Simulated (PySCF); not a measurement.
# Dipole response of Mn⁺ (manganese, charge +1)

[Ar] 3d5 4s1, high-spin 7S determinant. All numbers are calculated (PySCF 2.14, no relativity, point nucleus, in aug-cc-pVTZ with one added diffuse shell each of s, p, d, f, g type (9s8p6d4f3g, 118 functions)). Coupled (time-dependent) response in atomic units; α is the mean over directions.

```json
{"method": "PBE0", "mean α (bohr³)": "30.86", "C₆ (like pair)": "162.4", "S(−4)": "801.8"}
```

S(−4) is the Cauchy moment in α(ω) = α(0) + S(−4) ω² + …

α(iu) at PBE0:

```csv
u (hartree),α(iu) (bohr³)
0,30.86
0.0500,28.99
0.100,24.69
0.200,16.17
0.300,10.97
0.500,6.242
0.750,3.964
1.00,2.885
1.50,1.832
2.00,1.303
3.00,0.7706
5.00,0.3647
```

A single London oscillator, α(iu) = α/(1 + u²/ω²), gives C₆ = (3/4) ω α². Matching the computed C₆ needs ω = 4 × 162.4 / (3 × 30.86²) = 0.227 hartree.

For an ion, C₆ is the dispersion term alone; charge-induced terms of lower order in 1/R come first.
